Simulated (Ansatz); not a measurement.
```xyz
8

C    -0.029    1.145   -0.046
Ta   -0.013   -0.984    0.076
O    -1.201   -1.296    1.258
Cl   -0.690   -1.811   -1.954
Cl    2.050   -1.629    0.847
H     0.700    1.499   -0.782
H    -1.026    1.497   -0.331
H     0.208    1.579    0.931
```

Charge 0, multiplicity 1. Ta takes the def2 core potential.

Problem. List the ωB97M-V/def2-TZVPP orbital energies in eV (Ansatz 0.2.0). (Best estimate.)

Solution. Ansatz gave: Occupied: -2772.43, -2772.43, -526.45, -281.50, -262.84, -262.84, -200.26, -200.26, -200.22, -200.22, -200.20, -200.20, -79.65, -45.72, -45.31, -45.10, -28.11, -25.95, -25.74, -22.38, -14.65, -14.46, -14.04, -13.91, -13.54, -13.02, -12.83, -12.65, -12.22, -12.02, -11.72, -11.44. Lowest empty: -0.33, 0.02, 1.04, 1.52, 1.77, 1.95, 3.29, 4.15.
